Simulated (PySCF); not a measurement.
GaF2Br, SMILES [F][Ga]([F])[Br].

Coordinates come from a PBE-D3(BJ)/def2-SVP optimisation. The structure was generated by enumeration; whether it is a known compound was not checked.

These are PBE-D3(BJ)/def2-SVP (PySCF) values and carry that method's errors.

Frequencies are harmonic and unscaled.

| mode | ν (cm⁻¹) | IR (km/mol) | moving atoms (share of kinetic energy) |
|---|---|---|---|
| 1 | 124 | 6.7 | F 61 %, Ga 25 %, Br 15 % |
| 2 | 161 | 25.4 | Ga 50 %, F 46 % |
| 3 | 177 | 23.8 | F 85 %, Br 11 % |
| 4 | 312 | 28.5 | Br 46 %, Ga 43 %, F 11 % |
| 5 | 679 | 60.3 | F 84 %, Ga 16 % |
| 6 | 726 | 60.7 | F 72 %, Ga 28 % |
